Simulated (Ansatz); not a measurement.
Cost and result for the atomization energy of AlBFH$_{3}$O$_{2}$, SMILES `B[O][Al]([OH])[F]` (8 atoms, 7 bonds).

```csv
atom,x (Å),y (Å),z (Å)
B1,1.846,0.295,-0.562
O2,0.551,0.077,-0.317
Al3,-1.062,-0.170,0.008
O4,-1.575,-0.263,1.602
F5,-2.111,-0.318,-1.245
H6,2.247,1.426,-0.655
H7,2.589,-0.642,-0.687
H8,-2.485,-0.404,1.855
```

The species carries charge 0 and has multiplicity 1. Geometry: relaxed with PBE0-D4/def2-TZVP. It is one conformer, not always the lowest. Program: Ansatz. All runs use 2 threads of an Arm Neoverse V1 on a shared host. Times are those of one run each, without the atoms' runs, and a repeat can differ threefold. Electronic energies, without spin–orbit coupling; frozen cores. CCSD(T)/CBS adds CCSD(T) − MP2 in def2-TZVPP to the MP2 limit, and its time is that of the two runs behind it. T1 = 0.013. B3LYP takes the VWN-RPA correlation (the form of Gaussian; ORCA's B3LYP/G).

CCSD(T)/CBS is a level of theory with its own doubt, some kJ/mol a heavy atom from the limit and from the frozen cores, so smaller differences don't rank the functionals.

```csv
level,functions,wall time,atomization (kcal/mol),difference from CCSD(T)/CBS,per bond
LDA (SPW92)/def2-TZVPP,208,1.4 s,894.6,102.2,14.6
BLYP-D4/def2-TZVPP,208,2.7 s,788.4,-4.0,-0.6
PBE-D4/def2-TZVPP (with forces),208,3 s,795.8,3.4,0.5
PBE0-D4/def2-TZVPP,208,3.4 s,777.6,-14.8,-2.1
CCSD(T)/def2-SVP,89,4.2 s,742.6,-49.8,-7.1
B3LYP-D4/def2-TZVPP (with forces),208,4.9 s,785.7,-6.7,-1.0
r2SCAN-D4/def2-TZVPP (with forces),208,6 s,792.9,0.5,0.1
B2PLYP/def2-TZVPP,208,6 s,784.2,-8.2,-1.2
B97M-V/def2-TZVPP,208,11 s,789.1,-3.3,-0.5
ωB97M-V/def2-TZVPP (with forces),208,13 s,790.6,-1.8,-0.3
MP2/def2-QZVPP,388,21 s,813.7,21.3,3.0
CCSD(T)/def2-TZVPP,208,120 s,770.0,-22.4,-3.2
CCSD(T)/CBS(def2),–,2.3 min,792.4,0.0,0.0
```

From r2SCAN to r2SCAN0 (25 % exact exchange), in def2-TZVPP and without D4, the atomization energy moves by −18.6 kcal/mol: exact exchange takes away binding that semilocal exchange gives to molecules. At CCSD(T), def2-SVP lies −49.8 kcal/mol from the extrapolated value and def2-TZVPP −22.4 kcal/mol: correlation converges slowly with the basis, and small sets miss more of it in the bonded molecule than in its fragments. In def2-TZVPP, CCSD(T) changes the Hartree–Fock value by +180.3 kcal/mol (the triples alone add +11.1 kcal/mol) and MP2 by +210.3 kcal/mol; breaking electron pairs costs correlation energy, which Hartree–Fock lacks.
